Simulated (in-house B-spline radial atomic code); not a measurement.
How numerical settings move a run on the cadmium ion Cd³⁺, [Kr] 4d9. Computed with a B-spline radial code for spherical atoms: scalar-relativistic (X2C) Hartree-Fock, average of configuration, Fermi nucleus of rms radius 4.6087 fm.

Command:
```bash
python run_scf.py task.json out
```
Settings of the sound reference run:
```
Z                48
electrons        45
configuration    [Kr] 4d9
hamiltonian      x2c
method           hf
spin_polarised   False
nucleus          fermi
rms_radius       4.6087
mass_number      114
atomic_mass      113.9034
speed_of_light   137.036
knot_spacing     0.22
spline_order     8
gauss_points     12
box_radius       16.22
max_iterations   70
damping          0.5
damped_steps     3
diis_vectors     10
tolerance        1e-08
start            Thomas-Fermi
```

Time taken, with all properties: 0.22 s on 1 thread of AMD EPYC 7R43 64-Core Processor, with other jobs on the host.

It converges in 10 iterations to -5589.225266 hartree, with 4d at -54.0835 eV. The other runs change the listed settings, some to values that make no sense; their results aren't properties of the atom or ion. Radii are in bohr (the nuclear one in fm), a minus after a letter asks for a j subshell, and «unchanged» means within 1e-8 hartree. The run stops when the residual is below 10 × tolerance × max(1, Z/10), or a noise floor if that is larger, and the energy moves by less than 1e-8 × √|E| hartree; so very loose and very tight tolerances often act alike.

```tsv
changed settings	outcome
max_iterations = 8	not converged after 8 iterations, last residual 5.6e-06, last energy +2.30e-09 hartree from the reference
electrons = 53, configuration = [Kr] 4d9 6s2 6p6, max_iterations = 60	converged in 12 iterations to -5589.1548 hartree, a different physical problem (warning: 6s has a positive eigenvalue: unbound, held by the box)
first_knot = 2.08e-05	converged in 10 iterations, energy +6.48e-07 hartree from the reference, 4d level +3.7e-07 eV
electrons = 48, configuration = [Kr] 4d9 5s3, max_iterations = 50	stopped with error: shell 5s holds at most 2 electrons
start = bare nucleus	converged in 11 iterations, energy unchanged, 4d level -4.2e-06 eV
spline_order = 4, box_radius = 2.43, max_iterations = 100, start = bare nucleus	converged in 10 iterations, energy +9.26e-01 hartree from the reference, 4d level +8.3e+00 eV (the program warns: 4d reaches the box edge; 4s reaches the box edge)
box_radius = 4.87, first_knot = 0.000208, max_iterations = 50, damped_steps = 0	converged in 8 iterations, energy +3.01e-04 hartree from the reference, 4d level +1.8e-02 eV (the program warns: 4d reaches the box edge)
max_iterations = 5, damping = 0.2	not converged after 5 iterations, last residual 1.7e-02, last energy +7.48e-03 hartree from the reference
gauss_points = 4, max_iterations = 100, damping = 0.2	converged in 10 iterations, energy +4.24e-07 hartree from the reference, 4d level -2.9e-06 eV
max_iterations = 5	not converged after 5 iterations, last residual 1.4e-02, last energy +4.62e-03 hartree from the reference
max_iterations = 2	not converged after 2 iterations, last residual 3.8e-01, last energy +3.93e+00 hartree from the reference
first_knot = 0.000208	converged in 10 iterations, energy -2.29e-04 hartree from the reference, 4d level +7.4e-07 eV
first_knot = 2.08e-06	converged in 9 iterations, energy +3.13e-06 hartree from the reference, 4d level +1.1e-05 eV
max_iterations = 3	not converged after 3 iterations, last residual 1.0e-01, last energy +2.91e-01 hartree from the reference
```

(1) What happens with first_knot = 0.0208?

(2) What happens with first_knot = 0.00625?

(3) What happens with first_knot = 0.0625?

(4) What happens with max_iterations = 12?

Results:

(1) Converged in 10 iterations, energy +4.09e-01 hartree from the reference, 4d level -6.6e-04 eV.

(2) Converged in 10 iterations, energy -6.98e-02 hartree from the reference, 4d level +1.1e-04 eV.

(3) Converged in 10 iterations, energy +4.35e+00 hartree from the reference, 4d level -6.8e-03 eV.

(4) Converged in 10 iterations, energy unchanged.
